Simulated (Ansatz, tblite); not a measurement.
(SrTe)n: gap (eV) at several levels, gas phase, relaxed structures; Ansatz, xTB through tblite. Clusters are the lowest isomers that short searches found in that spin, judged at the geometry's level. Core potentials for Sr, Te in the def2 sets, no spin–orbit coupling. The structures are stationary points that may keep the symmetry of their start.

| species | state | geometry | GFN1-xTB | GFN2-xTB | PBE-D4/def2-SVP | PBE-D4/def2-TZVP | PBE0-D4/def2-SVP |
| --- | --- | --- | --- | --- | --- | --- | --- |
| Sr3Te3 | singlet | PBE-D4/def2-SVP | 1.74 | 1.54 | 1.89 | 1.92 | 3.31 |
| Sr4Te4 | singlet | r2SCAN-D4/def2-SVP | 1.47 | 1.26 | 1.83 | 1.85 | 3.25 |
| Sr6Te6 | singlet | PBE0-D4/def2-SVP | 1.37 | 0.98 | 1.85 | 1.87 | 3.29 |

**Question.** Estimate the column for r2SCAN-D4/def2-TZVP.

**Answer.** Sr3Te3 2.47; Sr4Te4 2.39; Sr6Te6 2.46.

Over the 3 species that have every level, the mean is 1.53 at GFN1-xTB, 1.26 at GFN2-xTB, 1.86 at PBE-D4/def2-SVP, 1.88 at PBE-D4/def2-TZVP, 2.44 at r2SCAN-D4/def2-TZVP, 3.28 at PBE0-D4/def2-SVP. Orbital gaps grow with the share of exact exchange and aren't one observable across functionals.
